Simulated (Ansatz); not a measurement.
`CCCCCCCCB(O)O`. The state is a singlet with charge 0. Geometry PBE0-D4/def2-SVP.

Cartesian coordinates in Å:
```
C -3.3837 -3.0813 -1.9686
C -2.1476 -2.2020 -1.8783
C -2.2572 -1.1059 -0.8282
C -1.0207 -0.2261 -0.7228
C -1.1494 0.8809 0.3150
C 0.0649 1.7957 0.4292
C 1.3202 1.1262 0.9744
C 2.5042 2.0835 1.1283
B 3.7894 1.3688 1.6872
O 4.2626 1.7233 2.9199
O 4.3692 0.3982 0.9169
H -4.2782 -2.4890 -2.2207
H -3.2754 -3.8615 -2.7373
H -3.5862 -3.5858 -1.0100
H -1.2631 -2.8262 -1.6587
H -1.9473 -1.7410 -2.8619
H -3.1379 -0.4752 -1.0502
H -2.4635 -1.5638 0.1568
H -0.8074 0.2256 -1.7092
H -0.1473 -0.8608 -0.4922
H -2.0381 1.4900 0.0725
H -1.3595 0.4306 1.3029
H 0.2897 2.2330 -0.5611
H -0.1884 2.6504 1.0806
H 1.6181 0.2894 0.3207
H 1.0809 0.6705 1.9531
H 2.7444 2.5166 0.1405
H 2.2279 2.9256 1.7834
H 5.0412 1.2420 3.2161
H 5.1383 -0.0319 1.3016
```

Estimate the orbital energies around the gap (eV) in Ansatz with HF/STO-3G, PBE-D4/def2-TZVP, revPBE-D4/def2-TZVP, r2SCAN-D4/def2-TZVP, PBE0-D4/def2-SVP.


| orbital | HF/STO-3G | PBE-D4/def2-TZVP | revPBE-D4/def2-TZVP | r2SCAN-D4/def2-TZVP | PBE0-D4/def2-SVP |
| --- | --- | --- | --- | --- | --- |
| HOMO−5 | -11.21 | -7.69 | -7.65 | -8.06 | -9.16 |
| HOMO−4 | -11.03 | -7.61 | -7.55 | -7.94 | -8.99 |
| HOMO−3 | -10.79 | -7.41 | -7.38 | -7.70 | -8.74 |
| HOMO−2 | -10.58 | -7.39 | -7.35 | -7.68 | -8.70 |
| HOMO−1 | -10.24 | -7.10 | -7.05 | -7.37 | -8.41 |
| HOMO | -10.11 | -6.94 | -6.88 | -7.20 | -8.21 |
| LUMO | 9.68 | -0.55 | -0.46 | 0.20 | 1.02 |
| LUMO+1 | 15.31 | 0.34 | 0.47 | 0.80 | 1.68 |
| LUMO+2 | 15.48 | 0.55 | 0.65 | 1.25 | 2.02 |
| LUMO+3 | 15.83 | 0.88 | 0.97 | 1.58 | 2.35 |
| LUMO+4 | 16.03 | 1.11 | 1.18 | 1.83 | 2.57 |
| LUMO+5 | 16.84 | 1.15 | 1.23 | 1.86 | 2.64 |
